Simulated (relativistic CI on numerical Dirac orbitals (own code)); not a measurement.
Pr³⁺: 4p photoemission

Computed with this model: Dirac-Coulomb-Breit CI, separate exchange-only KLI orbitals for each configuration, model QED (radiative potential, 1s self-energy scaled to tabulated hydrogen-like ionisation energies), valence Slater integrals scaled by 0.7, multiplet model of photoemission in the sudden approximation; configurations [Xe] 4f2 → [Ar] 3d10 4s2 4p5 4d10 4f2 5s2 5p6; 300 K; Lorentzian 2.5 eV and Gaussian 0.7 eV FWHM. Energies are those of the free ion, without screening or charge transfer. The energies are binding energies and can lie tens of eV above those of solids. S is read from ⟨S²⟩ = S(S + 1).

free ion: ground-state S = 0.97, centroid 270.35 eV. Peaks (eV, height): 263.2 (100), 283.6 (48), 286.8 (37).

Strongest unbroadened transitions for free ion:

```
Energy (eV)  Relative strength
     260.57               48.6
     261.03               26.1
     261.49                3.4
     262.28                8.0
     262.92              100.0
     263.25               54.1
     263.38                7.8
     263.95                4.5
     264.34                6.9
     264.64               21.7
     264.81                3.9
     265.91                6.7
     266.22               16.4
     266.71                8.7
     283.58               88.2
     284.18                3.8
     286.73               25.4
     287.39               41.1
```
